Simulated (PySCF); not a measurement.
# Whose spectrum? (AB cage)

All values: TDDFT PBE0/6-31G*, gas phase, PySCF SCF with an in-house response code, fitting set def2-universal-JFIT up to Ne and JKFIT beyond, grid level 1 (kernel 0), vertical, one conformer each, geometries GFN1-xTB; core orbitals frozen in the response, virtual orbitals above 1.5 Eh left out. The lowest 6 singlets were sought, and the brightest is taken among them. The runs took 0 to 50 CPU minutes each on shared server CPUs.

One system has its HOMO at -6.98 eV, its LUMO at -1.88 eV and these singlet states:

| state | eV | f |
| --- | --- | --- |
| S1 | 4.33 | 0.012 |
| S2 | 4.35 | 0.016 |
| S3 | 4.35 | 0.016 |
| S4 | 4.40 | 0.000 |
| S5 | 4.41 | 0.005 |
| S6 | 4.41 | 0.005 |

**Question.** Which is it?
A. (MgS)15 cage of four- and six-membered rings (Mg15S15)
B. (MgS)12 cage of four- and six-membered rings (Mg12S12)
C. (MgS)11 cage of four- and six-membered rings (Mg11S11)
D. (MgS)16 cage of four- and six-membered rings (Mg16S16)
E. (MgS)14 cage of four- and six-membered rings (Mg14S14)

**Answer.** D.

**Question.** How do the candidates compare?

**Answer.** 
```
                                      system  HOMO / eV  LUMO / eV  S1 / eV  f(S1)  brightest state sought / eV
(MgS)11 cage of four- and six-membered rings      -6.82      -1.88     4.17  0.001                         4.40
(MgS)12 cage of four- and six-membered rings      -6.86      -1.93     4.15  0.003                         4.17
(MgS)14 cage of four- and six-membered rings      -6.80      -1.89     4.20  0.001                         4.30
(MgS)15 cage of four- and six-membered rings      -6.80      -1.88     4.21  0.001                         4.26
(MgS)16 cage of four- and six-membered rings      -6.98      -1.88     4.33  0.012                         4.35
```
